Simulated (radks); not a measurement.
Spin polarisation of the 6s1 shell in Pb3+. Start: [Xe] 4f14 5d10 6s(up 0.5, down 0.5); electrons of 6s are moved from spin down to spin up, other shells keep equal spins. Method: scalar-relativistic Kohn-Sham, PBEsol, spin-polarised, spherical densities, point nucleus; computed with a radial shooting solver on a logarithmic mesh with Libxc functionals.

| moment (Bohr magnetons) | E - E(0) (eV) | e(6s up) (eV) | e(6s down) (eV) | 5d down minus up (eV) |
|---|---|---|---|---|
| 0 | 0.000 | -37.541 | -37.541 | 0.000 |
| 0.25 | -0.017 | -37.676 | -37.399 | 0.096 |
| 0.5 | -0.069 | -37.807 | -37.253 | 0.193 |
| 0.75 | -0.156 | -37.932 | -37.101 | 0.290 |
| 1 | -0.277 | -38.051 | -36.941 | 0.387 |

At moment 1 the spin-polarisation energy is -0.277 eV and the 6s exchange splitting 1.111 eV, that is 1.111 eV per Bohr magneton; E = -I m^2/4 would give I = 1.108 eV.
